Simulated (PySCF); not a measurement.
## Property card for GeHCl3 (`[H][Ge]([Cl])([Cl])[Cl]`)

Compound: GeHCl3.
Cartesian coordinates in Å at the PBE0-D3(BJ)/def2-SVP level; atoms count from 1:
```
atom  x, y, z in Å
Ge1   -0.005   -0.001    0.150
H2    -0.049   -0.021    1.675
Cl3    2.012    0.006   -0.547
Cl4   -0.981    1.737   -0.617
Cl5   -0.977   -1.721   -0.661
```

PBE0-D3(BJ)/def2-SVP geometry optimisation, gas phase (PySCF):

| Property | Result |
| --- | --- |
| Point group | C3v |
| Rotational constants A, B, C | 2.128, 2.123, 1.209 GHz |

B3LYP/def2-SVPD ground state and vertical TDDFT (core frozen in the response) (PySCF):

| Item | Value |
| --- | --- |
| Dipole moment | 1.54 D |
| HOMO energy | -9.17 eV |
| LUMO energy | -2.04 eV |
| HOMO–LUMO gap | 7.13 eV |
| Lowest singlet excitation | 6.02 eV (206 nm, f = 0.000) |
| Strongest line among the 15 lowest singlet transitions | S12/S13/S14 at 7.85 eV (158 nm, f = 0.072 summed over these states) |
| Lowest triplet excitation (Tamm–Dancoff) | 5.66 eV |
| Static isotropic polarisability | 71.7 au |
| Electronic spatial extent ⟨r²⟩ about the centre of nuclear charge | 906 bohr² |

From B3LYP/pcSseg-1 (pcSseg-2 on Ge) ground state and GIAO shieldings, non-relativistic (PySCF):

| Quantity | Value |
| --- | --- |
| 1H chemical shifts (computed TMS as zero) by class | 6.83 (H2) ppm |
| Isotropic shieldings of nuclei other than C and H, by class | 767 (Cl3/Cl4/Cl5), 1198 (Ge1) ppm |

**delta-SCF UKS SCAN, pcX-2 on the ionised atom, pcseg-1 elsewhere, spin-free X2C; 2p3/2 from a spin–orbit splitting computed afterwards within the 2p shell (PySCF)**

| Quantity | Value |
| --- | --- |
| Core binding energies | Cl2p3/2 206.4 (Cl3/Cl4/Cl5), Cl1s 2829.0 (Cl3/Cl4/Cl5) eV |

Monoisotopic mass (most abundant isotopes): 179.8356 u.

The rotational constants are those of an oblate symmetric top; the small spread among constants that symmetry makes equal is optimisation noise. In atomic units the dipole is 0.61 e·bohr (1 au = 2.5417 D). S1 lies 1.11 eV below the HOMO–LUMO gap; its leading configuration is HOMO→LUMO, weight 0.99. The vertical singlet–triplet gap S1 − T1 is 0.36 eV (TDDFT singlet less Tamm–Dancoff triplet; S1: HOMO→LUMO, weight 0.99; T1: HOMO→LUMO, weight 0.96). The largest Löwdin shares of the LUMO are 0.23 on Ge1, 0.21 on Cl4, 0.21 on Cl5 and 0.21 on Cl3. No computed singlet falls in the visible range (750 to 380 nm, 1.65 to 3.26 eV); S1 lies 2.76 eV above its blue end. A dipole of 1.54 D is allowed in C3v, and pure rotational transitions are dipole-allowed.

 The calculation (core ionisation apart) is non-relativistic and has no spin–orbit coupling, an omission that weighs most on germanium. Atoms bound to Ge lack the heavy atom's spin–orbit term in their shielding, so their NMR values are less reliable.
